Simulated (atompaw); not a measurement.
## An all-electron radial function and its pseudo partner (Sb)

Columns: radius, all-electron u(r) and pseudo u(r) of the 5p shell (level -4.99 eV) of antimony in the configuration [Kr] 4d10 5s2 5p3; LDA (PW92), scalar-relativistic, PAW (atompaw) scheme, atompaw 4.2.0.5.

| r (bohr) | all-electron | pseudo |
| --- | --- | --- |
| 0.083 | -0.1041 | 0.0010 |
| 0.165 | 0.1032 | 0.0041 |
| 0.248 | 0.1825 | 0.0094 |
| 0.331 | 0.0929 | 0.0171 |
| 0.413 | -0.0549 | 0.0274 |
| 0.496 | -0.1858 | 0.0406 |
| 0.579 | -0.2653 | 0.0571 |
| 0.662 | -0.2892 | 0.0771 |
| 0.744 | -0.2676 | 0.1003 |
| 0.827 | -0.2129 | 0.1274 |
| 0.910 | -0.1377 | 0.1581 |
| 0.992 | -0.0530 | 0.1916 |
| 1.075 | 0.0361 | 0.2286 |
| 1.158 | 0.1236 | 0.2680 |
| 1.240 | 0.2053 | 0.3086 |
| 1.323 | 0.2813 | 0.3508 |
| 1.406 | 0.3495 | 0.3930 |
| 1.488 | 0.4089 | 0.4340 |
| 1.571 | 0.4610 | 0.4737 |
| 1.654 | 0.5054 | 0.5106 |
| 1.737 | 0.5425 | 0.5440 |
| 1.819 | 0.5724 | 0.5726 |
| 1.902 | 0.5967 | 0.5967 |
| 1.985 | 0.6153 | 0.6153 |
| 2.067 | 0.6289 | 0.6289 |
| 2.150 | 0.6382 | 0.6382 |

(1) How many radial nodes do the two functions have?

(2) At about which radius was the pseudo-wave matched?

(3) Is the pseudo-wave norm-conserving?

## Answers

(1) The all-electron 5p function has n − l − 1 = 3; the pseudo-wave has 0, since the states of the same l below it are removed with the core.

(2) 1.90 bohr, where the columns begin to agree (steps of 0.08 bohr).

(3) No, it belongs to a PAW set: the norm inside the radius is not constrained, and the difference is carried by the augmentation charge.
